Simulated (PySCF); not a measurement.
How methods differ on the ionisation energy of O⁺

O⁺ [He] 2s2 2p3 (4S) → O²⁺ [He] 2s2 2p2 (3P), as a difference of total energies. Computed with PySCF 2.14 in x2c-TZVPPall with one added diffuse shell each of s, p, d type (6s4p3d1f, 40 functions), with scalar relativity by spin-free X2C-1e. Correlated levels: valence and next inner shell: nothing frozen. The calculations carry no spin-orbit coupling.

```csv
method,ionisation energy (eV),plus first-order spin-orbit estimate,error of that sum (eV)
UHF,34.574,34.546,-0.575
MP2 (valence and next inner shell),35.208,35.180,+0.059
SCS-MP2 (valence and next inner shell),34.952,34.924,-0.197
CCSD (valence and next inner shell),35.035,35.007,-0.114
CCSD(T) (valence and next inner shell),35.042,35.014,-0.107
```

Reference: 35.121 eV (measured; NIST Atomic Spectra Database, ionization energies).

A first-order spin-orbit estimate (lowest level to lowest level, LS coupling) adds -0.028 eV.

Errors of the correlated levels include the incompleteness of this basis.
